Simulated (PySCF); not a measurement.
Molecule: `C=C(C)PC1CC1`, C$_{6}$H$_{11}$P.

Bonds (- single, = double, # triple, : aromatic): C1=C2, C2-C3, C2-P4, P4-C5, C5-C6, C6-C7, C7-C5. C1 carries H8, H9; C3 carries H10, H11, H12; P4 carries H13; C5 carries H14; C6 carries H15, H16; C7 carries H17, H18. H9 is cis to C3; H15, H18 are cis to P4 on the ring; H8 is trans to C3; H16, H17 are trans to P4 on the ring.

Frames of a GFN2-xTB Langevin trajectory at 300 K; GIAO PBE0/pcSseg-1 shieldings in PySCF 2.14.0 with density-fitted response routines, gas phase, non-relativistic; equivalent atoms averaged within each frame.

Chemical shifts δ = σref − σ; $^{13}$C (186.93 ppm) and $^{1}$H (31.72 ppm) against TMS; $^{31}$P (318.38 ppm) against H3PO4, all at this level. The references are static minima.

How do the shifts (ppm) fluctuate along the trajectory?

Results:


```tsv
time (fs)	C2	C1	C3	C5	C6/C7	P4	H9	H8	H13	H10/H11/H12
optimised geometry	156.8	124.2	25.5	8.2	9.6	-19.2	5.54	5.40	2.69	2.05
250	149.8	128.1	22.1	6.7	5.5	-24.9	5.82	5.66	3.01	2.09
425	159.2	137.5	31.8	16.4	8.6	-0.6	5.86	6.11	4.64	3.02
625	148.8	124.0	23.9	9.2	13.0	-63.8	5.13	6.72	2.42	2.19
800	153.5	134.6	31.5	14.2	13.7	-12.9	6.62	6.39	3.15	3.14
1000	154.5	129.4	32.2	13.8	12.0	3.0	5.47	6.39	5.42	3.17
mean of frames	153.2	130.7	28.3	12.0	10.6	-19.9	5.78	6.25	3.73	2.72
standard deviation	4.2	5.4	4.9	4.0	3.5	26.9	0.55	0.40	1.25	0.53
```

5 frames give an uncertainty of the mean of about the standard deviation over 2.2 at best, since frames this close in time may not be independent; classical motion lacks zero-point vibration, and the reference would need the same averaging.
